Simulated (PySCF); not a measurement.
## Deuteron quadrupole couplings in `FC1=C([SiH3])[P@@H+]1c1ccncc1`

C7H8FNPSi (charge +1).
Geometry (GFN2-xTB, Å), atoms numbered from 1 in this order:
```xyz
19
C7H8FNPSi angstrom
F      2.251   -2.753    0.356
C      1.909   -1.578   -0.062
C      2.183   -0.276   -0.047
Si     3.455    1.004    0.653
P      0.694   -0.687   -1.014
C     -0.950   -0.225   -0.420
C     -1.235   -0.216    0.941
C     -2.526    0.142    1.312
N     -3.461    0.465    0.442
C     -3.182    0.457   -0.845
C     -1.931    0.111   -1.346
H      3.954    1.648   -0.555
H      4.401    0.156    1.364
H      2.615    1.855    1.490
H      0.847   -0.624   -2.389
H     -0.490   -0.475    1.678
H     -2.819    0.166    2.353
H     -3.990    0.733   -1.509
H     -1.737    0.105   -2.409
```

Level: PBE0/pcSseg-1 (PySCF, non-relativistic); Q(2H) = 0.00286 b; rigid geometry, the same for H and D, with no vibrational averaging.

Question: Rank these positions by the coupling χzz of a deuteron there, largest first.
A. H15 (P–H hydrogen)
B. H17 (aromatic hydrogen)
C. H13 (Si–H hydrogen)
D. H19 (aromatic hydrogen)

Answer: D (215 kHz), B (210 kHz), A (129 kHz), C (108 kHz).

Give the electric field gradient Vzz (the principal value of largest size), its asymmetry and the 2H coupling at each hydrogen.

```json
{"atom": "H12", "bonded to": "Si4", "bond length (Å)": "1.458", "Vzz (au)": "0.1605", "η": "0.03", "χzz (kHz)": "108"}
{"atom": "H13", "bonded to": "Si4", "bond length (Å)": "1.455", "Vzz (au)": "0.1609", "η": "0.03", "χzz (kHz)": "108"}
{"atom": "H14", "bonded to": "Si4", "bond length (Å)": "1.459", "Vzz (au)": "0.1598", "η": "0.03", "χzz (kHz)": "107"}
{"atom": "H15", "bonded to": "P5", "bond length (Å)": "1.385", "Vzz (au)": "0.1920", "η": "0.08", "χzz (kHz)": "129"}
{"atom": "H16", "bonded to": "C7", "bond length (Å)": "1.080", "Vzz (au)": "0.3203", "η": "0.08", "χzz (kHz)": "215"}
{"atom": "H17", "bonded to": "C8", "bond length (Å)": "1.081", "Vzz (au)": "0.3130", "η": "0.05", "χzz (kHz)": "210"}
{"atom": "H18", "bonded to": "C10", "bond length (Å)": "1.081", "Vzz (au)": "0.3131", "η": "0.05", "χzz (kHz)": "210"}
{"atom": "H19", "bonded to": "C11", "bond length (Å)": "1.080", "Vzz (au)": "0.3194", "η": "0.09", "χzz (kHz)": "215"}
```

Average by the element that carries the hydrogen.

on Si: 108 kHz over 3 positions, mean bond length 1.457 Å; on P: 129 kHz over 1 position, mean bond length 1.385 Å; on C: 213 kHz over 4 positions, mean bond length 1.081 Å.

Give the 2H NMR doublet splittings at H15 for a magnetic field along the z, y and x axes of the gradient: 3χ/2, 3χ(1 + η)/4, 3χ(1 − η)/4.

With |χ| = 129.0 kHz and η = 0.083: 194, 105 and 89 kHz, to first order and without motion.

Isolated species at its GFN2-xTB geometry (one conformer only). GFN2-xTB bond lengths can be off by several hundredths of an ångström, more for odd bonds, and the gradients follow them. A larger basis could move these couplings by a tenth or more.

The run behind these numbers computed NMR shieldings as well. The run took about 2.6 min of CPU time (one thread, shared machine).
